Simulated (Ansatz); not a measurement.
Basis-set extrapolation for CH6O2SSi, SMILES `OCO[SiH2]S` (PBE0-D4/def2-TZVP geometry, frozen core, the Gaussian-basis code of Ansatz). Multiplicity 1, RHF reference.

|  | def2-TZVPP | def2-QZVPP |
| --- | --- | --- |
| HF | -877.727862 | -877.757404 |
| MP2 correlation | -0.948096 | -1.023707 |
| CCSD(T) correlation | -1.031723 | not run |

Energies in hartree. Use E(X) = E(∞) + A·exp(−7.88·√X) for Hartree–Fock and E(X) = E(∞) + B·X^(−2.97) for correlation, with X = 3 and 4, and add CCSD(T) minus MP2 of the smaller set to the MP2 limit.

What is the CCSD(T) energy at the basis-set limit?

HF limit: -877.757404 + (-0.029542) × 0.13774 = -877.76147. MP2 limit: -1.023707 + (-0.075611) × 0.74074 = -1.07972. Higher-order term: -1.031723 − (-0.948096) = -0.08363. Total: -878.92482 hartree, 433.8 kJ/mol below CCSD(T)/def2-TZVPP.
